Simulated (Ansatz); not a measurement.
The cluster Ti₇Si₃. The state is a septet with charge 0. Geometry PBE-D4/def2-SVP.

```xyz
10

Ti    0.287   -1.083   -1.433
Ti    1.703    0.378    0.199
Ti    0.042   -1.164    1.704
Ti    0.442    1.223    2.291
Ti    1.299   -2.650    0.146
Ti    0.652    2.699    0.432
Ti   -1.669   -1.762   -0.174
Si   -0.985    0.692    0.339
Si   -1.973    0.179   -1.803
Si    0.202    1.489   -1.702
```

At PBE-D4/def2-SVP, r2SCAN-D4/def2-SVP, PBE0-D4/def2-SVP the charge 0 septet is spin-contaminated (final ⟨S²⟩ up to 13.90, 12.00 for a pure state). No other spin state of charge 0 was run. Another isomer (septet) lies 0.23 eV lower at PBE0-D4/def2-SVP; other spin states weren't run for this one.

Problem. Estimate the α-spin orbital energies around the gap (eV) in Ansatz with PBE-D4/def2-SVP, r2SCAN-D4/def2-SVP, PBE0-D4/def2-SVP.

Solution. 
```json
{"orbital": "HOMO−9", "PBE-D4/def2-SVP": "-4.12", "r2SCAN-D4/def2-SVP": "-4.31", "PBE0-D4/def2-SVP": "-5.21"}
{"orbital": "HOMO−8", "PBE-D4/def2-SVP": "-4.01", "r2SCAN-D4/def2-SVP": "-4.28", "PBE0-D4/def2-SVP": "-5.20"}
{"orbital": "HOMO−7", "PBE-D4/def2-SVP": "-3.93", "r2SCAN-D4/def2-SVP": "-4.11", "PBE0-D4/def2-SVP": "-5.06"}
{"orbital": "HOMO−6", "PBE-D4/def2-SVP": "-3.81", "r2SCAN-D4/def2-SVP": "-4.06", "PBE0-D4/def2-SVP": "-4.89"}
{"orbital": "HOMO−5", "PBE-D4/def2-SVP": "-3.75", "r2SCAN-D4/def2-SVP": "-3.96", "PBE0-D4/def2-SVP": "-4.76"}
{"orbital": "HOMO−4", "PBE-D4/def2-SVP": "-3.66", "r2SCAN-D4/def2-SVP": "-3.86", "PBE0-D4/def2-SVP": "-4.69"}
{"orbital": "HOMO−3", "PBE-D4/def2-SVP": "-3.61", "r2SCAN-D4/def2-SVP": "-3.68", "PBE0-D4/def2-SVP": "-4.43"}
{"orbital": "HOMO−2", "PBE-D4/def2-SVP": "-3.46", "r2SCAN-D4/def2-SVP": "-3.59", "PBE0-D4/def2-SVP": "-4.32"}
{"orbital": "HOMO−1", "PBE-D4/def2-SVP": "-3.30", "r2SCAN-D4/def2-SVP": "-3.49", "PBE0-D4/def2-SVP": "-4.24"}
{"orbital": "HOMO", "PBE-D4/def2-SVP": "-3.23", "r2SCAN-D4/def2-SVP": "-3.45", "PBE0-D4/def2-SVP": "-4.14"}
{"orbital": "LUMO", "PBE-D4/def2-SVP": "-2.86", "r2SCAN-D4/def2-SVP": "-2.84", "PBE0-D4/def2-SVP": "-2.32"}
{"orbital": "LUMO+1", "PBE-D4/def2-SVP": "-2.82", "r2SCAN-D4/def2-SVP": "-2.75", "PBE0-D4/def2-SVP": "-2.07"}
{"orbital": "LUMO+2", "PBE-D4/def2-SVP": "-2.50", "r2SCAN-D4/def2-SVP": "-2.37", "PBE0-D4/def2-SVP": "-1.80"}
{"orbital": "LUMO+3", "PBE-D4/def2-SVP": "-2.39", "r2SCAN-D4/def2-SVP": "-2.28", "PBE0-D4/def2-SVP": "-1.67"}
{"orbital": "LUMO+4", "PBE-D4/def2-SVP": "-2.30", "r2SCAN-D4/def2-SVP": "-2.20", "PBE0-D4/def2-SVP": "-1.52"}
{"orbital": "LUMO+5", "PBE-D4/def2-SVP": "-2.27", "r2SCAN-D4/def2-SVP": "-2.11", "PBE0-D4/def2-SVP": "-1.49"}
{"orbital": "β HOMO", "PBE-D4/def2-SVP": "-3.31", "r2SCAN-D4/def2-SVP": "-3.32", "PBE0-D4/def2-SVP": "-3.89"}
{"orbital": "β LUMO", "PBE-D4/def2-SVP": "-2.93", "r2SCAN-D4/def2-SVP": "-2.78", "PBE0-D4/def2-SVP": "-2.26"}
```
